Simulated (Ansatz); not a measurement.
The pair A = C2H4 (SMILES C=C) (first 6 atoms), B = H2Se (SMILES [SeH2]); geometry from B3LYP-D3(BJ)/def2-TZVP.
(charge 0, multiplicity 1):
```xyz
9

C     -0.30346     0.63998    -0.06602
C      0.10921    -0.61538     0.03458
H     -1.34819     0.88666    -0.21211
H      0.38532     1.47332    -0.00289
H      1.15309    -0.86201     0.18418
H     -0.58039    -1.44876    -0.02491
Se     0.36618     0.44880     3.44349
H     -1.00238    -0.01369     3.18384
H      0.12121     0.49238     4.89594
```

Correlated levels freeze the cores. Filled d and f shells under p-block atoms count as core. MP2 and its Hartree–Fock in aug-cc-pVQZ are density fitted.

Programs: Ansatz (a quantum-chemistry and plane-wave program) with Gaussian orbitals. Values without a source in brackets are computed.

Total energies (hartree), monomers frozen at their geometry in the pair:

```json
[
 {"structure": "AB", "PBE/def2-TZVPPD": "-2480.8878760", "MP2/aug-cc-pVDZ": "-2479.4425638", "MP2/aug-cc-pVQZ": "-2479.6680592"},
 {"structure": "A in the pair's basis", "PBE/def2-TZVPPD": "-78.5018795", "MP2/aug-cc-pVDZ": "-78.3285245", "MP2/aug-cc-pVQZ": "-78.4275753"},
 {"structure": "B in the pair's basis", "PBE/def2-TZVPPD": "-2402.3848542", "MP2/aug-cc-pVDZ": "-2401.1117070", "MP2/aug-cc-pVQZ": "-2401.2375497"},
 {"structure": "A", "PBE/def2-TZVPPD": "-78.5017922", "MP2/aug-cc-pVDZ": "-78.3279800", "MP2/aug-cc-pVQZ": "-78.4274766"},
 {"structure": "B", "PBE/def2-TZVPPD": "-2402.3847930", "MP2/aug-cc-pVDZ": "-2401.1109643", "MP2/aug-cc-pVQZ": "-2401.2374075"}
]
```

Question: Work out the interaction energy without and with the counterpoise correction, and the superposition error, for each level.

Answer: 
E(AB) − E(A) − E(B), times 627.509 kcal/mol, with the monomers in their own basis and then in the pair's basis:
- PBE/def2-TZVPPD: -0.81 uncorrected, -0.72 corrected; the monomers gain 0.09 kcal/mol from borrowed functions
- MP2/aug-cc-pVDZ: -2.27 uncorrected, -1.46 corrected; the monomers gain 0.81 kcal/mol from borrowed functions
- MP2/aug-cc-pVQZ: -1.99 uncorrected, -1.84 corrected; the monomers gain 0.15 kcal/mol from borrowed functions
